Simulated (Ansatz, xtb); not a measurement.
# Two isomers of C5H8F2S

Structure a: `FC[C@@H]1SCC[C@@H]1F`, a singlet. Structure b: `C[C@@H]1S[C@@H](F)C[C@@H]1F`, a singlet. Both are isolated molecules in the gas phase, relaxed with r2SCAN-D4/def2-SVP, each in the lowest conformer that the search found.

a (Å):

```xyz
16

C    -0.6259    1.6334   -2.7231
C    -1.0351    0.8380   -1.4999
C    -0.1599    0.8843    1.0343
C    -0.1737   -0.4916    0.3770
C    -0.0123   -0.2306   -1.1079
F    -0.5481    0.7706   -3.8046
F     1.2708    0.2692   -1.3169
S    -1.2218    1.9445   -0.0302
H     0.3585    2.0997   -2.5604
H    -1.3707    2.4156   -2.9489
H    -2.0012    0.3433   -1.7011
H    -0.5760    0.8809    2.0521
H     0.8617    1.2931    1.0643
H    -1.1393   -0.9957    0.5502
H     0.6332   -1.1422    0.7519
H    -0.1210   -1.1312   -1.7364
```

b (Å):

```yaml
atoms:
  - { symbol: C, position_ang: [0.9128, -0.7329, -0.0257] }
  - { symbol: C, position_ang: [0.2545, 0.6357, 0.0663] }
  - { symbol: C, position_ang: [-2.1919, 1.0499, -0.9934] }
  - { symbol: C, position_ang: [-1.0764, 0.8759, -2.0003] }
  - { symbol: C, position_ang: [0.1763, 1.3635, -1.2865] }
  - { symbol: F, position_ang: [-2.5646, 2.3865, -0.9681] }
  - { symbol: F, position_ang: [1.3094, 1.1159, -2.0388] }
  - { symbol: S, position_ang: [-1.5082, 0.5276, 0.6203] }
  - { symbol: H, position_ang: [0.8999, -1.2325, 0.9541] }
  - { symbol: H, position_ang: [0.3933, -1.3866, -0.7430] }
  - { symbol: H, position_ang: [1.9595, -0.6246, -0.3493] }
  - { symbol: H, position_ang: [0.7896, 1.2605, 0.7993] }
  - { symbol: H, position_ang: [-3.0984, 0.4610, -1.2054] }
  - { symbol: H, position_ang: [-1.2888, 1.4518, -2.9140] }
  - { symbol: H, position_ang: [-0.9594, -0.1860, -2.2707] }
  - { symbol: H, position_ang: [0.1062, 2.4528, -1.1223] }
```

Energies in hartree; the thermal terms are from GFN2-xTB frequencies at re-optimised GFN2-xTB minima (ideal gas, soft modes damped towards free rotors, one conformer each, 298.15 K, 1 atm) and include the zero-point energy:

|  | a | b |
| --- | --- | --- |
| E, CCSD(T)/def2-SVP | −791.262457 | −791.264914 |
| E, MP2/def2-SVP | −791.157932 | −791.160593 |
| E, MP2/def2-TZVPP | −792.085268 | −792.088286 |
| zero-point energy | 0.123050 | 0.122716 |
| H(298 K) − E | 0.132100 | 0.131890 |
| G(298 K) − E | 0.089570 | 0.089528 |

Q: Correct the CCSD(T) difference for the basis set by the MP2 change, then work out ΔE, ΔE₀, ΔH and ΔG for a → b in kcal/mol (1 Eh = 627.51 kcal/mol) and the equilibrium ratio [b]/[a].

A: 1. Differences b − a: CCSD(T) −0.002457, MP2 in the small set −0.002661, MP2 in the large set −0.003018 Eh.
2. ΔE = −0.002457 + (−0.003018 − (−0.002661)) = −0.002814 Eh = −1.77 kcal/mol.
3. ΔE₀ = ΔE + ΔZPE = −0.002814 + (−0.000334) Eh = −1.98 kcal/mol.
4. ΔH = ΔE + (−0.000210) Eh = −1.90 kcal/mol.
5. ΔG = ΔE + (−0.000042) Eh = −1.79 kcal/mol, so ΔS = (ΔH − ΔG)/T = −1.5 J/(mol K).
6. kT = 0.9442 mEh, so K = [b]/[a] = exp(−ΔG/kT) = exp(+3.02) ≈ 21.

Structure b is favoured at this temperature. An error of 1 kcal/mol in ΔG would change K by a factor of 5.4. Mirror images and further conformers aren't counted.

As drawn, both hold the same kinds of bond in the same numbers. Structure a has 0 methyl groups, b 1.

Other levels gave ΔE = −2.1 (GFN2-xTB); −4.3 (HF/STO-3G, GFN2-xTB geometries); −3.4 (r2SCAN-D4/def2-SVP//GFN2-xTB); −2.7 (r2SCAN-D4/def2-SVP); +0.4 (HF/def2-SVP); −1.7 (MP2/def2-SVP); −1.5 (CCSD(T)/def2-SVP) kcal/mol. The correlated steps freeze 12 core orbitals. Programs: Ansatz 0.2.0, xtb 6.7.1.
